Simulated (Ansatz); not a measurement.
Molecule: C4H6S (charge 0, singlet). SMILES: C1CSCC=1
Structure (B3LYP-D3(BJ)/def2-TZVP (Ansatz, an electronic-structure program) minimum search):
```xyz
11

C     -1.3436     0.0597    -0.0770
C     -0.7208    -1.3022    -0.0537
C      0.6008    -1.3627     0.0220
C      1.3435    -0.0632     0.0769
S      0.0562     1.2477     0.0148
H     -1.9152     0.2296    -0.9922
H     -2.0168     0.2132     0.7694
H     -1.3523    -2.1815    -0.0983
H      1.1506    -2.2959     0.0451
H      1.9270     0.0329     0.9953
H      2.0287     0.0492    -0.7663
```

Wanted: vertical triplet-singlet gap (E(triplet) - E(singlet); each state is the SCF solution reached for its spin), in kcal/mol. Correlated levels leave the core frozen unless marked. UHF or UKS for open shells. No spin-orbit coupling. Non-relativistic. 

| level | program | vertical triplet-singlet gap (kcal/mol) |
|---|---|---|
| HF/aug-cc-pV(D+d)Z | Ansatz | 82.4 |
| HF/aug-cc-pV(T+d)Z | Ansatz | 81.8 |
| SVWN5/def2-TZVPD | Ansatz | 101.9 |
| PBE/def2-TZVPD | Ansatz | 98.9 |
| r2SCAN/def2-TZVPD | Ansatz | 95.0 |
| B3LYP/def2-TZVPD | Ansatz | 101.2 |
| PBE0/def2-TZVPD | Ansatz | 98.6 |
| BHLYP/def2-TZVPD | Ansatz | 98.0 |
| CAM-B3LYP/def2-TZVPD | Ansatz | 101.2 |
| wB97M-V/def2-TZVPD | Ansatz | 105.7 |
| wB97X-V/def2-TZVPD | Ansatz | 104.7 |
| B2PLYP/def2-TZVPD | Ansatz | 105.0 |
| MP2/aug-cc-pV(D+d)Z | Ansatz | 111.7 |
| RI-MP2/aug-cc-pV(T+d)Z | Ansatz | 111.8 |
| SCS-MP2/aug-cc-pV(D+d)Z | Ansatz | 112.0 |
| CCSD/aug-cc-pV(D+d)Z | Ansatz | 104.8 |
| CCSD(T)/aug-cc-pV(D+d)Z | Ansatz | 107.4 |
